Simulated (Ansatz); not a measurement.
## Two structures, one formula

Two relaxed structures of LiAlSiH$_{4}$O, closed shell (PBE0-D4/def2-TZVP; forces vanish, vibrations not checked).

A:

```
8
angstrom
Li -2.2152 0.9251 -0.3458
Si -0.0756 1.6555 0.2140
O -0.6922 -0.0053 -0.1427
Al 0.1741 -1.4733 -0.1681
H 1.1288 1.7271 -0.6991
H 0.6520 1.4295 1.5212
H -0.6848 -2.7509 -0.5518
H 1.7130 -1.5078 0.1724
```

B:

```csv
atom,x (Å),y (Å),z (Å)
Li1,-2.2598,-0.2648,-0.2546
Si2,-1.1469,2.0105,0.0037
O3,-1.0653,0.7781,-1.2132
Al4,0.2031,-0.1274,-0.3575
H5,1.6864,-0.3453,-0.8351
H6,0.1049,1.1912,0.8354
H7,-0.7212,-1.3317,0.2502
H8,-2.1750,1.1688,0.9091
```

Computed with Ansatz 0.2.0 (basis: def2-TZVPP); correlated methods freeze the cores. The outer core shell of Li, Na, Mg and K is correlated. B3LYP uses VWN-RPA correlation.

Problem. Which structure is lower at CCSD(T), and by how much? (An estimate is asked for; the value comes from the calculation.)

Solution. The calculation gives: B, by 46.1 kJ/mol (electronic energy, against the other). By their contacts, A is LiAlSiH₄O ([AlH2][O]1[Li][SiH2]1) and B is LiAlSiH₄O ([H]1[Li]234[H][Si]256[H][AlH]135[O]46).

All methods give the same order:

| method | E(B) − E(A) (kJ/mol) |
| --- | --- |
| PBE-D4 | -59.0 |
| r2SCAN-D4 | -55.8 |
| PBE0-D4 | -54.8 |
| B3LYP-D4 | -40.9 |
| wB97M-V | -52.0 |
| HF | -16.3 |
| MP2 | -43.0 |
| CCSD | -41.9 |
| CCSD(T) | -46.1 |

T1 diagnostic: at most 0.015.

Labels in which every atom is bracketed show which atoms are joined, not bond orders.

For scale, one of the runs: CCSD(T)/def2-TZVPP, 190 basis functions, launched by `ansatz run in.yaml --threads 2 --pin off --events-out ev --progress --plain --max-ram 4352MiB`. The run took 37 s on 2 CPU threads of an Arm Neoverse V1 (shared host), with 1.9 GiB of host memory at its peak.
